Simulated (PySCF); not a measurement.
Two-component Hartree-Fock for Sc (scandium, neutral)

Start: [Ar] 3d3; 3d5/2 filled at m_j = +1/2, +3/2, +5/2. Calculated with PySCF 2.14 in x2c-TZVPall-2c (6s7p4d1f, 54 functions): generalised Hartree-Fock with the X2C-1e Hamiltonian and a Gaussian nucleus; one run each with spin-orbit coupling (SO) switched off, then screened by Boettger's factors. This is a chosen level, not necessarily the ground level.

```json
{"spinor shell": "1s1/2", "electrons": "2", "ε, spin-free (eV)": "-4534.8", "ε, screened SO (eV)": "-4534.8", "weight of nominal j (screened SO)": "1.000", "rms radius, screened SO (bohr)": "0.0844"}
{"spinor shell": "2s1/2", "electrons": "2", "ε, spin-free (eV)": "-518.59", "ε, screened SO (eV)": "-518.59", "weight of nominal j (screened SO)": "1.000", "rms radius, screened SO (bohr)": "0.370"}
{"spinor shell": "2p1/2", "electrons": "2", "ε, spin-free (eV)": "-421.41", "ε, screened SO (eV)": "-424.58", "weight of nominal j (screened SO)": "0.999", "rms radius, screened SO (bohr)": "0.338"}
{"spinor shell": "2p3/2", "electrons": "4", "ε, spin-free (eV)": "-421.41", "ε, screened SO (eV)": "-419.86", "weight of nominal j (screened SO)": "0.999", "rms radius, screened SO (bohr)": "0.341"}
{"spinor shell": "3s1/2", "electrons": "2", "ε, spin-free (eV)": "-65.073", "ε, screened SO (eV)": "-65.084", "weight of nominal j (screened SO)": "1.000", "rms radius, screened SO (bohr)": "1.17"}
{"spinor shell": "3p1/2", "electrons": "2", "ε, spin-free (eV)": "-38.016", "ε, screened SO (eV)": "-37.529", "weight of nominal j (screened SO)": "0.676", "rms radius, screened SO (bohr)": "1.29"}
{"spinor shell": "3d5/2", "electrons": "3", "ε, spin-free (eV)": "-3.673", "ε, screened SO (eV)": "-3.676", "weight of nominal j (screened SO)": "0.798", "rms radius, screened SO (bohr)": "3.17"}
```

(1) Where does 3p3/2 lie, and what is the 3p spin-orbit splitting (screened SO)?

```
   quantity   spin-free  screened SO
E (hartree)  -763.10156   -763.10602
        M_J         9/2          9/2
       ⟨J²⟩      24.980       24.997
       ⟨L²⟩      12.229       12.247
       ⟨S²⟩       3.751        3.752
```

Each row is a mean over spinors that exchange with the open shell spreads, by up to 4.772 eV (3p3/2).

Rows whose weight is well below 1 are mixtures of j = l ± 1/2: exchange outweighs spin-orbit coupling there, and the label is only the starting occupation.

⟨J²⟩ departs a little from M_J(M_J + 1) because the unrestricted spinors polarise the closed shells.

Without spin-orbit coupling the j labels of p, d and f shells carry no meaning; the spin-free column gives the mean over the occupied spinors of each nl shell, and its ⟨J²⟩ belongs to a mixture of degenerate components.

Results:

(1) At -38.279 eV, -0.749 eV above 3p1/2.
